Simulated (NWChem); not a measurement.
Species: SiAsH3OF2; SMILES O[Si](F)(F)[AsH2]

```xyz
8

O      1.5403     1.4477    -0.0118
Si     0.0127     0.8558    -0.0002
F     -0.8011     1.4293    -1.2734
F     -0.7815     1.4303     1.2849
As    -0.0579    -1.4748     0.0006
H      1.6576     2.4041    -0.0094
H      1.0088    -1.5170     1.0883
H      0.9888    -1.5169    -1.1064
```
Atoms are numbered in this order, from 1.

Results from NWChem. Pople sets run with spherical d functions. Medium grid unless said otherwise, to which SCAN and Minnesota functionals are sensitive. The geometry was optimised at PBE0/def2-SVP. B3LYP is NWChem's, with the RPA form of VWN correlation.

Task: Among these, which level gives the highest value of “orbital gap (eV)”?
A. MN15-L/6-31G*
B. Hartree-Fock/6-31G*
C. MN15/6-31G*
D. PBE/6-31G*

Result: B, Hartree-Fock/6-31G*. Values: PBE/6-31G* 6.38; MN15-L/6-31G* 6.96; MN15/6-31G* 9.50; Hartree-Fock/6-31G* 14.21
